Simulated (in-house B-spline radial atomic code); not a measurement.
Settings and results of a run for Bi2+ (with a hole in an inner shell). Computed with a B-spline radial code for spherical atoms: Dirac-Kohn-Sham PBE0, spherical fractional occupations, Fermi nucleus of rms radius 5.5211 fm.

In the input, a minus or plus after the letter marks the j = l - 1/2 or j = l + 1/2 subshell.

Command:
```bash
python run_scf.py task.json out
```
Settings (nuclear radius in fm, mass in u):
```
Z                83
configuration    1s2 2s2 2p6 3s2 3p6 3d10 4s2 4p6 4d10 4f-5 4f+8 5s2 5p-2 5p+3 5d10 6s2 6p3
hamiltonian      dirac
method           pbe0
spin_polarised   False
nucleus          fermi
rms_radius       5.5211
atomic_mass      208.9804
speed_of_light   137.035999084
```

Output (hartree, bohr):
```
 radial grid: 80 intervals, B-splines of order 8, outer radius 60 bohr

 iter        energy (Eh)    residual
    1      -21561.495666    9.69e-01
    2      -21562.687880    8.72e-02
    3      -21562.931332    2.50e-02
    4      -21562.943419    1.10e-02
    5      -21562.944573    2.45e-03
    6      -21562.944749    5.93e-04
    7      -21562.944756    3.75e-05
    8      -21562.944756    1.28e-05
    9      -21562.944756    6.43e-07

 total energy                    -21562.94476
 kinetic                           25185.3940
 electron-nucleus                 -54516.7275
 Hartree                            8163.0604
 exact exchange                      -96.2999
 exchange-correlation               -298.3717

 first-order corrections (not in the total)
   Gaunt                            28.9524
   retardation                      -3.0710
   frequency dependence             -0.5930
   self-energy                      22.0530
   Uehling                          -4.7564
   Wichmann-Kroll                    0.2225
   recoil                            0.0336

 orbital      occ     eigenvalue          <r>       <r^2>       <1/r>     <1/r^3>       r_max    small
 1s1/2      2.000     -3332.2241    0.0157963 0.000346428     103.171           -    0.009661  1.00e-01
 2s1/2      2.000      -601.3108    0.0657834  0.00518921     25.5728           -     0.05642  2.32e-02
 2p1/2      2.000      -577.7305    0.0539059  0.00364613     25.5241           -      0.0412  2.33e-02
 2p3/2      4.000      -492.4665    0.0629411  0.00482528     20.2395     24406.5     0.04903  2.05e-02
 3s1/2      2.000      -147.3226     0.170953   0.0335802     9.37854           -      0.1587  7.84e-03
 3p1/2      2.000      -136.6325     0.161518   0.0304882     9.28824           -      0.1478  7.79e-03
 3p3/2      4.000      -117.4861     0.177949   0.0367841     7.90629     5797.75      0.1635  6.95e-03
 3d3/2      4.000       -99.9425     0.154519   0.0280245     7.80149     1017.48      0.1269  6.83e-03
 3d5/2      6.000       -95.9060     0.159505   0.0297344      7.4957     826.243      0.1312  6.61e-03
 4s1/2      2.000       -35.5577     0.375936    0.159616     3.99612           -       0.356  2.73e-03
 4p1/2      2.000       -30.8826      0.37663    0.161474     3.88784           -      0.3533  2.63e-03
 4p3/2      4.000       -26.1168     0.410423    0.191385     3.41657     1451.98      0.3846  2.32e-03
 4d3/2      4.000       -18.4861     0.413309    0.197126     3.22407     232.672      0.3752  2.12e-03
 4d5/2      6.000       -17.6129      0.42396    0.207189     3.11879     184.894      0.3847  2.04e-03
 4f5/2      5.000        -7.6409     0.430901    0.220524     2.79848     41.6214       0.338  1.68e-03
 4f7/2      8.000        -7.5251     0.435935    0.225505     2.76196     39.5488       0.342  1.66e-03
 5s1/2      2.000        -7.3550     0.818979    0.750378     1.69618           -      0.7644  7.71e-04
 5p1/2      2.000        -5.6909     0.867079    0.845461     1.58182           -      0.7971  6.88e-04
 5p3/2      3.000        -4.6653     0.949214     1.01323     1.40972     288.604      0.8689  5.88e-04
 5d3/2      4.000        -2.2856      1.12818     1.45605     1.16541     34.4228      0.9795  4.18e-04
 5d5/2      6.000        -2.1470      1.16318     1.54846     1.12547     26.7663       1.007  3.95e-04
 6s1/2      2.000        -1.3864      1.94441     4.22916    0.667776           -        1.75  1.54e-04
 6p1/2      1.000        -0.9340      2.24527     5.66807    0.571521           -       1.979  1.14e-04
 6p3/2      2.000        -0.8050      2.48001     6.90789    0.511005     36.9703       2.188  9.33e-05
```

Run time, properties included: 1.6 s on 1 thread of Arm Neoverse V1, with other jobs on the host.

For the Dirac Hamiltonian the kinetic term is c α·p + (β - 1)c².

Caution: exact exchange at fractional occupations of open shells leaves self-interaction of up to several eV.
